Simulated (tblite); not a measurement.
Species: C8H17P.
Geometry (GFN2-xTB, Å), atoms numbered from 1 in this order:
```xyz
26
C8H17P angstrom
C     -2.6660   -0.3738   -0.5420
C     -1.5716   -0.1413    0.4987
C     -1.8901    1.1069    1.3170
C     -0.1928   -0.0011   -0.1542
C      0.2098   -1.2006   -1.0156
C      1.7260   -1.1648   -1.1596
C      2.2793   -1.0076    0.2521
P      1.1585    0.1810    1.1573
C      1.9076    1.7706    0.5641
H     -2.5224   -1.3183   -1.0596
H     -2.6650    0.4280   -1.2782
H     -3.6424   -0.3950   -0.0625
H     -1.5429   -1.0028    1.1764
H     -1.1032    1.2875    2.0488
H     -1.9647    1.9776    0.6678
H     -2.8331    0.9903    1.8465
H     -0.1899    0.9064   -0.7700
H     -0.2799   -1.1711   -1.9900
H     -0.0820   -2.1249   -0.5105
H      2.0157   -0.3127   -1.7786
H      2.1052   -2.0708   -1.6361
H      3.3108   -0.6527    0.2738
H      2.2424   -1.9655    0.7777
H      2.8144    1.9616    1.1363
H      2.1498    1.7346   -0.4968
H      1.2054    2.5813    0.7506
```

All values are computed: GFN2-xTB (tblite) harmonic vibrations without scaling, gas phase. Errors from tens to a few hundred cm⁻¹ against measured bands are possible. One conformer, not necessarily the lowest.

Harmonic wavenumbers (cm⁻¹): 69.1, 73.8, 161.7, 187.0, 199.2, 215.9, 225.1, 239.4, 288.8, 317.5, 339.5, 389.2, 433.9, 487.9, 514.9, 680.3, 699.6, 729.1, 789.9, 864.1, 874.5, 894.8, 913.4, 946.4, 952.1, 981.5, 985.5, 988.5, 1037.1, 1074.8, 1107.5, 1115.4, 1142.2, 1166.8, 1184.2, 1204.8, 1231.2, 1255.6, 1263.5, 1311.8, 1314.4, 1315.8, 1328.3, 1344.4, 1405.5, 1419.0, 1443.6, 1454.2, 1459.6, 1485.7, 1491.8, 1496.4, 1499.0, 1506.1, 1512.6, 2895.1, 2917.8, 2950.0, 2957.8, 2970.3, 2973.8, 2978.5, 2984.3, 2993.1, 3004.7, 3006.2, 3010.9, 3018.7, 3023.7, 3027.6, 3032.8, 3047.0.

A = 1950, B = 1084, C = 804.8 MHz; mass 144.107 u (most abundant isotopes); point group C1, symmetry number 1.

Problem. What is the zero-point energy?

Solution. Half the sum of the wavenumbers: 50903 cm⁻¹ = 145.54 kcal/mol.

Problem. Entropy at 200 K, 1 bar (ideal gas, RRHO, classical rotation)?

Solution. Translation 38.85, rotation 28.44, vibration 19.22: S = 86.5 cal/(mol K).

Problem. And Cp and H(200 K) − H(0)?

Solution. Cp = 31.97 cal/(mol K), of which vibrations give 24.02 (their classical limit is 72 R = 143.1); H(200 K) − H(0) = 3.86 kcal/mol without the zero-point energy, 2.27 from vibrations.

Problem. What must be added to the electronic energy to get the Gibbs energy at 200 K and 1 bar?

Solution. ZPE + [H(200 K) − H(0)] − T·S = 145.54 + 3.86 − 17.30 = 132.10 kcal/mol.

Problem. Which modes carry the vibrational entropy at 200 K?

Solution. 69.1 cm⁻¹: 3.40; 73.8 cm⁻¹: 3.27; 161.7 cm⁻¹: 1.80; 187.0 cm⁻¹: 1.54; 199.2 cm⁻¹: 1.43; 215.9 cm⁻¹: 1.30 cal/(mol K); the other 66 give 6.49 together.

Problem. Blend soft modes into free rotors: weight 1/[1 + (100 cm⁻¹/ν̃)⁴] for the oscillator and the rest for a rotor with moment μB/(μ + B), μ = h/(8π²ν), B = 10⁻⁴⁴ kg m². What vibrational entropy results?

Solution. 18.50 cal/(mol K) in place of 19.22, which changes −T·S at 200 K by +0.14 kcal/mol.

Hindered rotation and anharmonicity are outside this model. Other conformers, if any are populated, would add a mixing term that is left out. The structure is chiral; the term R ln 2 for an equal mix with its mirror image is left out.
